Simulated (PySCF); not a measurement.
**Radial density of Nb⁻ (niobium, charge -1)**

BLYP, [Kr] 4d4 5s2, high-spin 5D determinant. Calculation: PySCF 2.14, in x2c-TZVPPall with one added diffuse shell each of s, p, d, f type (9s7p7d3f1g, 95 functions); scalar relativity by spin-free X2C-1e.

```tsv
r (bohr)	4πr²ρ (e/bohr)	4πr²(ρα − ρβ)
0.0385	46.44	-0.0011
0.0648	46.69	0.0034
0.109	63.61	0.0549
0.183	44.00	0.2400
0.308	45.84	0.3463
0.518	30.69	0.0100
0.872	10.41	0.7087
1.47	7.386	1.8811
2.47	1.974	1.1892
4.15	0.7026	0.2903
6.98	0.1518	0.0049
11.7	0.01404	-0.0019
19.7	3.258e-05	0.0000
```

Densities and radii are taken from the X2C orbitals without a picture-change correction, which distorts them close to the nucleus.

At BLYP the highest occupied level has a positive energy, so only the finite basis holds that electron; in a semilocal or global hybrid functional this comes from self-interaction and does not mean that the real anion is unbound.
